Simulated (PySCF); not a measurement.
# State search for KGa⁺

Unrestricted PBE0; basis K x2c-SVPall, Ga x2c-SVPall; spin-free X2C with a Gaussian nucleus; PySCF 2.14. Outer shells of the fragments: K+ closed shells only; Ga 3d10 4s2 4p1.

Followed along the bond (rough minima from three points):

```json
{"2Ms+1": "2", "unpaired": "σ ↑", "⟨S²⟩ at the start": "0.75", "R at minimum (Å)": "3.96", "Te (eV)": "0.00"}
{"2Ms+1": "2", "unpaired": "π ↑", "⟨S²⟩ at the start": "0.75", "R at minimum (Å)": "3.89", "Te (eV)": "0.56"}
{"2Ms+1": "4", "unpaired": "σ ↑↑, π ↑", "⟨S²⟩ at the start": "3.75", "R at minimum (Å)": "3.98", "Te (eV)": "5.01"}
```

Solutions found at the starting distance of 3.250 Å, counted from the lowest of them; the search is not exhaustive and high or unbound solutions are not listed, so other states can lie among these:

```
2Ms+1   unpaired  term  E (eV)  ⟨S²⟩  ⟨Lz²⟩  μ (D)
    2        σ ↑   ²Σ⁺    0.00  0.75   0.00  -7.25
    2        π ↑    ²Π    0.43  0.75   1.00  -7.86
    4  σ ↑↑, π ↑    ⁴Π    4.99  3.75   1.00  -7.92
    4  σ ↑, π ↑↑   ⁴Σ⁻    5.41  3.75   0.00  -8.09
    2        δ ↑    ²Δ    7.00  0.75   4.00   5.23
    4      σ ↑↑↑   ⁴Σ⁺    8.78  3.75   0.00   3.06
```

A term symbol is given only where ⟨S²⟩ and ⟨Lz²⟩ are close to those of a pure state; real π, δ and φ orbitals otherwise mix terms. A positive dipole points towards Ga; it is taken about the centre of mass and depends on that origin.

Compare the gap between the two lowest followed solutions at the starting distance with the gap between their minima.

At PBE0 the second solution (doublet, unpaired electrons π ↑) lies +0.43 eV from the first (doublet, unpaired electrons σ ↑) at 3.250 Å and +0.56 eV at the minima; the two curves relax by different amounts, since their minima lie near 3.89 and 3.96 Å.

Spin–orbit coupling is left out. Counting both spins, an empty level lies below a filled one in some of these solutions, because spin and occupation are held.
